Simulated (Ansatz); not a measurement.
A nudged elastic band was laid between two geometries of CH6GaN + H2 (11 atoms, charge 0, multiplicity 1).

The calculation used RKS PBE-D4/def2-SVP in Ansatz.

```yaml
movable_images: 5
climbing_image: yes
spring: 5.0 eV/Å²
optimiser: quadratic models (default)
start_path: through a guess of the saddle point
force_threshold: 0.03 eV/Å
iteration_limit: 60
end_points: relaxed
```

Initial state:

```xyz
11
Properties=species:S:1:pos:R:3
Ga -1.258 1.405 0.116
N 0.068 0.214 0.559
C 0.014 -1.236 0.542
H -2.602 0.759 -0.383
H -0.891 2.923 0.280
H 1.610 0.238 -1.543
H 2.140 0.061 -2.076
H 0.958 0.579 0.911
H 0.779 -1.684 -0.135
H 0.163 -1.685 1.551
H -0.979 -1.574 0.178
```

Final state:

```xyz
11
Properties=species:S:1:pos:R:3
Ga -0.822 1.295 -0.721
N 0.594 0.114 0.398
C 0.324 -1.334 0.380
H -2.142 0.879 0.069
H -0.202 2.735 -0.438
H 1.530 0.318 0.019
H -0.581 0.643 -2.154
H 0.597 0.475 1.363
H 1.064 -1.922 0.963
H -0.688 -1.516 0.790
H 0.325 -1.687 -0.669
```

Question: Which bonds break or form, and what moves?

Answer: Bonds broken: H6–H7. Bonds formed: Ga1–H7, N2–H6. CH6GaN + H2 becomes CH8GaN.

Question: What energy profile does the band end with?

Answer: The run converged. The highest image is number 3 of 0 to 6, 71.8 kJ/mol above the first end and 144.5 kJ/mol above the last; the last end lies 72.7 kJ/mol below the first. Neighbouring images differ by up to 1.4 eV, so the band resolves the path poorly. A vibrational analysis at the climbing image gives one clearly imaginary mode, 1037i cm⁻¹: a first-order saddle point. The orbitals stay closed-shell, which can raise the energy where a bond breaks towards radicals; this wasn't checked here.

| image | path coordinate (Å) | energy (kJ/mol) | H6–H7 (Å) | Ga1–H7 (Å) | N2–H6 (Å) |
| --- | --- | --- | --- | --- | --- |
| 0 | 0.00 | 0.0 | 0.77 | 4.26 | 2.61 |
| 1 | 1.21 | 1.5 | 0.77 | 3.68 | 2.71 |
| 2 | 2.43 | 7.0 | 0.77 | 2.87 | 2.55 |
| 3 | 3.64 | 71.8 | 0.97 | 1.94 | 1.50 |
| 4 | 4.77 | -63.8 | 2.31 | 1.60 | 1.03 |
| 5 | 5.90 | -71.0 | 2.81 | 1.59 | 1.03 |
| 6 | 7.03 | -72.7 | 3.05 | 1.59 | 1.03 |

Question: What is the geometry of the highest image?

Answer: 
```xyz
11
Properties=species:S:1:pos:R:3
Ga -0.766 1.339 -0.313
N 0.553 -0.008 0.316
C 0.180 -1.387 0.595
H -2.126 0.698 -0.771
H -0.463 2.813 0.144
H 0.728 0.486 -1.092
H 0.422 1.057 -1.818
H 1.262 0.345 0.970
H 1.067 -2.057 0.628
H -0.375 -1.521 1.554
H -0.482 -1.766 -0.212
```

Time of the run: 2.1 min on 2 threads of Arm Neoverse V1 (shared host), peak memory 0.14 GiB.
